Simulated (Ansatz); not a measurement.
Consider the ligand exchange at a B–C bond: `CC(=N)BO` + `OCO` → `OBOCO` + `CC=N`.

Gas-phase electronic energies from Ansatz, PBE0-D4/def2-TZVP geometries. CBS: MP2 limit from def2 TZ/QZ plus the TZ coupled-cluster correction, frozen cores. This one scheme is used for every species. DFT in def2-TZVPP. B3LYP here is the variant with VWN-RPA as its local correlation; programs differ in this. Each species was taken in one conformer, which may not be the lowest.

`CC(=N)BO`:

```xyz
11

C     1.103    0.098    0.757
C     0.274    0.136   -0.493
N     0.725    0.415   -1.654
B    -1.269   -0.185   -0.420
O    -1.788   -0.492    0.792
H     0.710    0.802    1.497
H     1.049   -0.891    1.221
H     2.149    0.341    0.554
H     1.731    0.609   -1.618
H    -1.954   -0.157   -1.402
H    -2.730   -0.677    0.767
```

`OCO`:

Z-matrix (Å, degrees):
```
C
O 1 1.397
O 1 1.396 2 112.9
H 1 1.095 2 105.2 3 -122.5
H 1 1.095 2 112.0 3 118.6
H 2 0.962 1 107.9 3 -61.7
H 3 0.962 1 107.9 2 -61.7
```

`OBOCO`:

Z-matrix (Å, degrees):
```
C
O 1 1.388
O 1 1.405 2 111.7
H 1 1.093 2 106.1 3 121.0
H 1 1.095 2 111.9 3 -119.0
H 2 0.962 1 108.4 3 62.6
B 3 1.357 1 120.2 2 90.0
O 7 1.356 3 116.9 1 -174.5
H 7 1.203 3 120.9 1 6.4
H 8 0.958 7 112.6 3 -178.8
```

`CC=N`:

```xyz
8

C    -0.693   -0.338   -0.278
C     0.361    0.632    0.142
N     1.508    0.379    0.607
H    -0.952   -0.185   -1.330
H    -0.367   -1.371   -0.140
H    -1.610   -0.175    0.297
H     0.099    1.690    0.030
H     1.654   -0.631    0.672
```

Problem. Is it downhill or uphill in electronic energy at CCSD(T)/CBS, and by how much? (Best estimate.)

Solution. Ansatz gave: Downhill: ΔE = -29.0 kcal/mol.

Problem. What do these levels give: PBE-D4, r2SCAN-D4, B2PLYP, PBE0, B3LYP, HF/def2-TZVPP, MP2/def2-TZVPP, CCSD/def2-TZVPP, CCSD(T)/def2-TZVPP, HF/def2-QZVPP, HF/CBS(def2), MP2/CBS(def2)? (An estimate is asked.)

Solution. The calculation gave: PBE-D4 -28.3, r2SCAN-D4 -30.3, B2PLYP -30.4, PBE0 -29.4, B3LYP -30.7, HF/def2-TZVPP -32.8, MP2/def2-TZVPP -29.7, CCSD/def2-TZVPP -29.9, CCSD(T)/def2-TZVPP -29.5, HF/def2-QZVPP -32.9, HF/CBS(def2) -32.9, MP2/CBS(def2) -29.2 kcal/mol.

Largest T1 diagnostic among the species: 0.013.

In def2-TZVPP, CCSD(T) changes the Hartree–Fock value by +3.3 kcal/mol (the triples alone add +0.4 kcal/mol) and MP2 by +3.1 kcal/mol.
